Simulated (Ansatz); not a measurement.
F2H5NOSi2, SMILES `O[SiH2]N[SiH](F)F`. Total charge 0; spin multiplicity 1.

Cartesian coordinates in Å:
```
O -1.448 -1.995 0.051
Si 0.063 -1.393 -0.155
N 0.097 0.249 -0.694
Si 0.472 1.621 0.231
F -0.560 1.809 1.425
F 0.332 2.888 -0.713
H -2.021 -1.563 0.687
H 0.671 -2.284 -1.164
H 0.826 -1.370 1.121
H -0.241 0.436 -1.629
H 1.809 1.602 0.839
```

(1) Give the diagnostics of a CCSD(T)/def2-TZVPP run (frozen core, the Gaussian-basis code of Ansatz). (Estimate.)

## Answers

(1) Ansatz gave: T1 = 0.0116, largest single amplitude 0.014, largest double 0.012, (T) share of the correlation energy 3.1 %, 9 CCSD cycles. The RHF solution is stable towards an unrestricted one. T1 lies under the customary mark of 0.02 for closed shells.
